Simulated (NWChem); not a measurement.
# ZnHBr; SMILES [ZnH][Br]

```xyz
3

Zn     0.0000     0.0000    -1.1458
H      0.0000     0.0000    -2.6751
Br     0.0000     0.0000     1.1051
```
Atoms are numbered in this order, from 1.

All runs: NWChem. The geometry was optimised at PBE-D3(BJ)/def2-SVP. Vertical excitations in the gas phase.

What does the run give for B3LYP/def2-SVP, TDA? Quantities: lowest excitation, singlet (eV); oscillator strength of that lowest state; orbital gap (eV).

The lowest excitation, singlet (eV) comes out as 6.08, the oscillator strength of that lowest state is 0.020 and the orbital gap (eV) is 7.13.
